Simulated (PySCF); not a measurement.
Computed shifts of a molecule C4H6, HF/pcSseg-1 in PySCF, GIAO, gas phase, equivalent atoms averaged, in ppm (number of nuclei): ¹³C: 149.8 (2), 31.8 (2). ¹H: 6.57 (2), 2.81 (4). References: ¹³C against TMS (σ = 192.6 ppm); ¹H against TMS (σ = 31.99 ppm), references at their B3LYP-D3(BJ)/def2-TZVP geometries, non-relativistic. Geometry: B3LYP-D3(BJ)/def2-SVP. Other conformers were not sampled.

Problem. Identify the compound among the candidates.
A) C=CC=C
B) C=C=CC
C) C1=CCC1
D) CC#CC

Solution. C, C1=CCC1
